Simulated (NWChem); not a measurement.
Molecule: SnH$_{4}$S; SMILES [SH][SnH3]

```xyz
6

Sn     0.0086     0.5728     0.0000
S      0.0498    -1.8741     0.0000
H     -0.8036     1.1502    -1.4132
H      1.6720     1.0211    -0.0109
H     -0.7850     1.1517     1.4231
H     -1.3090    -1.9770     0.0003
```
Atoms are numbered in this order, from 1.

Results from NWChem. Medium grid unless said otherwise, to which SCAN and Minnesota functionals are sensitive. All runs use the structure optimised with PBE-D3(BJ)/def2-SVP. def2 effective core potentials on Sn; no spin-orbit coupling.

### Question
Among these, which level gives the lowest value of “highest occupied level (eV)”?
A. M06-L/def2-TZVP
B. Hartree-Fock/def2-TZVP
C. B97-D/def2-TZVP
D. B3LYP/def2-TZVP

### Answer
B, Hartree-Fock/def2-TZVP. Values: Hartree-Fock/def2-TZVP -10.06; B3LYP/def2-TZVP -7.00; M06-L/def2-TZVP -6.21; B97-D/def2-TZVP -6.00
